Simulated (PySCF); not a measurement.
Run record: geometry optimisation, `C=N[SiH2]I`.

Method: PBE0-D3(BJ)/def2-SVP geometry optimisation, gas phase, def2 core potentials past Kr (PySCF 2.14.0). Start geometry: GFN2-xTB. A driver script takes a list of jobs; this job's settings line and coordinates (Å) are shown.

Input:
```
{"job": {"xc": "PBE0", "basis": "def2-SVP", "d3": "d3bj", "grid": 1, "maxiter": 30, "shake": 0.01, "kind": "geom"}, "charge": 0, "multiplicity": 1}
C      1.551380    -0.150080     0.504400
N      0.329790     0.203970     0.609350
Si    -1.134400    -0.128100    -0.244640
I     -1.745840     2.103530    -1.065560
H      1.919840    -0.812140    -0.271440
H      2.255480     0.280050     1.198690
H     -1.085200    -0.985840    -1.413490
H     -2.035920    -0.530530     0.785700
```

Output:
```
step   0  E = -682.09281364  max force = 0.042435
step   1  E = -682.09863595  max force = 0.002466
step   2  E = -682.09872316  max force = 0.006795
step   3  E = -682.09913401  max force = 0.004113
step   4  E = -682.09929914  max force = 0.002327
step   5  E = -682.09935901  max force = 0.001514
step   6  E = -682.09937740  max force = 0.000509
step   7  E = -682.09937921  max force = 0.000241
optimisation converged
```

Energies in Eh; «max force» is the largest Cartesian gradient component in Eh/bohr.

Question: How much energy does the optimisation release, in kcal/mol?

Answer: E(step 0) − E(last step) = 0.006566 Eh, which is 4.1 kcal/mol.

Question: Give the first gradient maximum in eV/Å.

Answer: With 1 Eh/bohr = 51.422 eV/Å, 2.182 eV/Å.

Main results: final energy -682.09938 Eh after 7 steps; dipole 2.40 D.

Hardware: one thread, Intel Xeon Platinum 8175M at 2.50 GHz (x86_64), no GPU, shared host. Cost: 40 s, 0.38 GiB resident at most.
Labels such as C1 count atoms from 1, the log's own numbers from 0.
